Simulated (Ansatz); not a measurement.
PdN2H8⁻, that is trans-PdH2(NH3)2 with one electron more. The state is a doublet with charge -1. Geometry r2SCAN-D4/def2-SVP, that of the neutral singlet; atoms count from 1.

```xyz
11

Pd   -0.0026   -0.0027    0.0012
H    -0.8305   -1.3486    0.4750
N    -0.6327   -0.3075   -1.9290
H    -0.6483    0.5577   -2.4679
H    -1.5599   -0.7310   -1.9583
H     0.0126   -0.9502   -2.3923
H     0.8265    1.3438   -0.4721
N     0.6311    0.3064    1.9295
H     0.0448    1.0223    2.3628
H     1.5924    0.6465    1.9525
H     0.5667   -0.5367    2.4986
```

In the def2 sets Pd takes a core potential; there is no spin–orbit coupling. The highest occupied level of the charge -1 doublet lies above zero (up to 1.90 eV). By energy differences it is unbound by 0.66 eV (vertical, to the charge 0 singlet, at PBE0-D4/def2-TZVPD) and held by the finite basis.

(1) Estimate the Mulliken populations from the PBE0/def2-TZVPD orbitals of Ansatz.

(2) Where does the spin sit?

(3) And the Mayer bond orders between bonded heavy atoms (over 0.3)?

Results:

(1) 
| atom | charge (e) | spin (α − β) | d electrons |
| --- | --- | --- | --- |
| Pd1 | -0.93 | 0.38 | 8.99 |
| H2 | 0.00 | -0.05 | – |
| N3 | -1.56 | 1.10 | – |
| H4 | 0.53 | -0.27 | – |
| H5 | 0.52 | -0.25 | – |
| H6 | 0.47 | -0.22 | – |
| H7 | 0.00 | -0.06 | – |
| N8 | -1.55 | 1.10 | – |
| H9 | 0.47 | -0.22 | – |
| H10 | 0.52 | -0.25 | – |
| H11 | 0.53 | -0.27 | – |
Mulliken values and Mayer orders depend strongly on the basis. With diffuse functions, as here, like atoms can get unlike values, and bond orders can come out too low or too high.

(2) Summed by element: Pd 0.38, H -1.58, N 2.20, of 1 unpaired in all. Largest on single atoms: N3 1.10, N8 1.10, Pd1 0.38.

(3) Pd1–N3 1.19 (2.05 Å); Pd1–N8 1.19 (2.05 Å). Values over 0.3 also appear between atoms too far apart for a bond (N3–N8 2.43 at 4.11 Å); they arise where an orbital or an unpaired electron spreads over both atoms.
